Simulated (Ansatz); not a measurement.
```xyz
2

Li   -0.0394   -0.0304   -1.3982
Li   -0.0238    0.0192    1.3540
```

Basis set: 6-31G* (spherical functions). All electrons are correlated. Charge 0, multiplicity 1.

Computed with Ansatz (development build ahead of 0.2.0); each method stands on the lowest determinant of its kind that the runs found. Restricted open shells among the atoms or ions are ROHF, correlated in semicanonical orbitals with singles.

Question: Give the atomization energy at this shape (free ground-state atoms in the same class of orbitals less the molecule, no zero-point energy) of singlet Li₂ by RHF-MP2, RHF.

Answer:

```json
{"method": "RHF-MP2", "atomization energy": "60.0 kJ/mol"}
{"method": "RHF", "atomization energy": "10.2 kJ/mol"}
```
